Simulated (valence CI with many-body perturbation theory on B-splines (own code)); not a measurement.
E1 transitions of Sb XXXVIII

Computed by valence CI with perturbative core correlation (CI+MBPT): four valence electrons over a frozen Dirac-Fock core [Ne], radial functions for each j: 11 s, 11 p, 10 d, 8 f, 5 g, 2 h, with the one-electron correlation potential Σ1, the two-electron term Σ2, the three-electron term Σ3, Breit, model QED; selected CI, second order for the rest, scaled by the run's own slope (own B-spline code, finite nucleus).

No measured spectrum was set against this ion. As an estimate, large intervals hold to a few tenths of a per cent, small ones and those within an open d or f shell to about a per cent. Among the levels kept, up to 680 cm⁻¹ of a level comes from second order outside the variational space, and about a tenth of that is noise between levels of different J, which matters for small intervals.

Lines 101 to 150 of 560 in falling wavelength, among levels below 4641.8 × 10³ cm⁻¹, chosen from the strongest by gf and those to the six lowest levels. Wavelengths and rates use the calculated energies. Electric multipoles are in the length gauge, E1 and E2 with the static RPA response of the core. Weak lines are less certain than strong ones. Lines between different terms over intervals too small for the method are left out, as are lines whose strength nearly cancels. Where a level lies close to another of its J and parity, the split of strength between their lines is uncertain. The highest levels of a list are the least certain.

Levels are named by their leading jj configuration (3d3/2^4 stands for four electrons in 3d with j = 3/2), which in mixed levels can hold well under half, so a name can repeat and another be missing. Letters in brackets count levels of one name in rising energy.

```csv
λ vac (Å),Upper,Lower,A (s⁻¹),log gf,Branch %
79.70,(3p1/2 3p3/2^2 3d5/2) J=3 [c],(3p1/2 3p3/2^3) J=2,9.53e+10,-0.20,25.9
79.56,(3s 3p1/2 3d5/2^2) J=4 [b],(3s 3p1/2 3p3/2 3d5/2) J=3 [e],1.12e+11,-0.02,39.1
79.26,(3s 3p1/2 3d3/2 3d5/2) J=3 [e],(3s 3p1/2 3p3/2 3d5/2) J=2 [b],1.72e+10,-0.95,6.7
79.23,(3p1/2 3p3/2^2 3d5/2) J=2 [a],(3s 3p1/2 3p3/2 3d5/2) J=2 [c],1.79e+10,-1.07,7.8
79.19,(3p1/2 3p3/2^2 3d5/2) J=2 [b],(3p1/2 3p3/2^3) J=1,3.92e+10,-0.73,10.7
79.18,(3s 3p3/2^2 3d5/2) J=1 [b],(3s 3p3/2^3) J=1,3.19e+10,-1.05,6.1
79.17,(3p1/2^2 3p3/2 3d5/2) J=3,(3s 3p1/2 3p3/2 3d3/2) J=2 [a],5.26e+10,-0.46,38.4
79.05,(3s 3p3/2 3d3/2^2) J=3,(3s 3p1/2 3p3/2 3d5/2) J=2 [d],2.11e+10,-0.86,4.9
79.02,(3s 3p1/2 3d3/2 3d5/2) J=3 [c],(3s 3p1/2 3p3/2 3d3/2) J=2 [d],1.77e+10,-0.93,6.8
78.73,(3s 3p1/2 3d5/2^2) J=3,(3s 3p1/2 3p3/2 3d5/2) J=3 [c],2.44e+10,-0.80,11.6
78.70,(3p1/2 3p3/2^2 3d5/2) J=2 [a],(3s 3p1/2 3p3/2 3d5/2) J=1 [c],8.00e+10,-0.43,35.1
78.65,(3s 3p1/2 3p3/2 3d5/2) J=3 [a],(3s 3p1/2 3p3/2^2) J=2 [a],2.21e+10,-0.84,11.6
78.46,(3p1/2 3p3/2^2 3d5/2) J=2 [c],(3p1/2 3p3/2^3) J=1,9.97e+10,-0.34,20.6
78.40,(3p1/2 3p3/2^2 3d5/2) J=5,(3s 3p1/2 3p3/2 3d5/2) J=4 [c],1.11e+11,0.05,66.3
78.40,(3s 3p1/2 3d3/2 3d5/2) J=3 [a],(3s 3p1/2 3p3/2 3d3/2) J=2 [b],4.33e+10,-0.55,46.9
78.39,(3s 3p1/2^2 3d5/2) J=3,(3s 3p1/2^2 3p3/2) J=2,3.20e+10,-0.69,77.6
78.35,(3p1/2 3p3/2^2 3d3/2) J=3 [a],(3s 3p1/2 3p3/2 3d3/2) J=3 [b],1.14e+10,-1.13,5.0
78.17,(3p1/2 3p3/2^2 3d5/2) J=4 [b],(3s 3p1/2 3p3/2 3d5/2) J=3 [d],1.08e+11,-0.05,40.8
78.12,(3p1/2 3p3/2^2 3d3/2) J=3 [b],(3s 3p1/2 3p3/2 3d3/2) J=2 [e],1.19e+11,-0.12,33.2
78.05,(3s 3p1/2 3d3/2 3d5/2) J=3 [c],(3s 3p1/2 3p3/2 3d5/2) J=2 [a],2.60e+10,-0.78,10.0
78.02,(3s 3p1/2 3p3/2 3d5/2) J=2 [c],(3s 3p1/2 3p3/2^2) J=2 [b],1.73e+10,-1.10,8.7
77.99,(3s 3p3/2 3d3/2 3d5/2) J=1 [a],(3s 3p3/2^2 3d3/2) J=1 [a],4.46e+10,-0.91,10.6
77.84,(3s 3p1/2 3p3/2 3d5/2) J=3 [e],(3s 3p1/2 3p3/2^2) J=2 [b],1.18e+11,-0.13,43.2
77.77,(3s 3p1/2 3p3/2 3d5/2) J=2 [d],(3s 3p1/2 3p3/2^2) J=1 [b],6.97e+10,-0.50,18.8
77.76,(3s 3p1/2 3p3/2 3d5/2) J=3 [b],(3s 3p1/2 3p3/2^2) J=3,3.36e+10,-0.67,27.7
77.75,(3s 3p1/2 3p3/2 3d5/2) J=4 [c],(3s^2 3p1/2 3d5/2) J=3,1.15e+11,-0.03,91.8
77.66,(3s 3p1/2 3d3/2 3d5/2) J=4 [a],(3s 3p1/2 3p3/2 3d3/2) J=3 [a],5.24e+10,-0.37,75.6
77.66,(3p1/2 3p3/2^2 3d5/2) J=1 [b],(3p1/2 3p3/2^3) J=1,7.62e+10,-0.68,16.2
77.62,(3s 3p1/2 3d5/2^2) J=3,(3s 3p1/2 3p3/2 3d5/2) J=4 [b],1.54e+10,-1.01,7.3
77.61,(3s 3p1/2 3d5/2^2) J=2 [b],(3s 3p1/2 3p3/2 3d5/2) J=2 [b],2.07e+10,-1.03,7.6
77.47,(3s^2 3d3/2 3d5/2) J=3,(3s^2 3p3/2 3d3/2) J=3,3.97e+10,-0.60,9.4
77.46,(3s^2 3p1/2 3d3/2) J=1,(3s^2 3p1/2 3p3/2) J=1,3.71e+09,-2.00,0.9
77.45,(3p1/2 3p3/2^2 3d5/2) J=3 [a],(3s 3p1/2 3p3/2 3d5/2) J=2 [c],9.65e+10,-0.22,30.0
77.38,(3s^2 3p3/2 3d5/2) J=1,(3s^2 3p3/2^2) J=0,2.68e+10,-1.14,15.7
77.37,(3s 3p1/2 3d3/2 3d5/2) J=5,(3s 3p1/2 3p3/2 3d5/2) J=4 [a],1.76e+10,-0.76,21.4
77.31,(3p1/2 3p3/2^2 3d5/2) J=4 [a],(3s 3p1/2 3p3/2 3d5/2) J=3 [b],2.33e+10,-0.73,14.1
77.24,(3s 3p1/2 3p3/2 3d5/2) J=3 [d],(3s^2 3p1/2 3d5/2) J=2,1.60e+11,0.00,92.1
77.12,(3s^2 3d3/2 3d5/2) J=3,(3s^2 3p3/2 3d3/2) J=2,4.54e+10,-0.55,10.8
77.09,(3s 3p1/2 3d3/2 3d5/2) J=2 [c],(3s 3p1/2 3p3/2 3d3/2) J=1 [b],2.05e+10,-1.04,6.2
77.06,(3s^2 3p1/2 3d5/2) J=2,(3s^2 3p1/2 3p3/2) J=2,5.46e+08,-2.61,0.5
76.84,(3s 3p3/2^2 3d5/2) J=2 [a],(3s 3p3/2^3) J=2,4.08e+10,-0.74,15.6
76.82,(3p1/2 3p3/2^2 3d3/2) J=1 [c],(3s 3p1/2 3p3/2 3d5/2) J=0,5.64e+10,-0.83,11.5
76.81,(3s 3p3/2 3d3/2 3d5/2) J=2,(3s 3p3/2^2 3d3/2) J=1 [a],2.38e+10,-0.98,6.4
76.81,(3s 3p1/2 3d5/2^2) J=4 [a],(3s 3p1/2 3p3/2 3d5/2) J=3 [a],4.93e+10,-0.41,32.4
76.79,(3s^2 3p1/2 3d5/2) J=3,(3s^2 3p1/2 3p3/2) J=2,6.42e+10,-0.40,96.4
76.78,(3s 3p1/2 3p3/2 3d5/2) J=2 [a],(3s 3p1/2 3p3/2^2) J=2 [a],3.48e+10,-0.81,33.2
76.72,(3p1/2 3p3/2^2 3d5/2) J=2 [b],(3p1/2 3p3/2^3) J=2,2.01e+11,-0.05,55.0
76.71,(3s 3p3/2^2 3d3/2) J=2 [c],(3s^2 3p3/2 3d5/2) J=1,2.81e+10,-0.91,4.5
76.68,(3s 3p3/2 3d3/2 3d5/2) J=2,(3s 3p3/2^2 3d3/2) J=2 [a],9.09e+10,-0.40,24.5
76.47,(3s 3p1/2 3d5/2^2) J=2 [b],(3s 3p1/2 3p3/2 3d3/2) J=1 [c],3.65e+10,-0.80,13.3
```
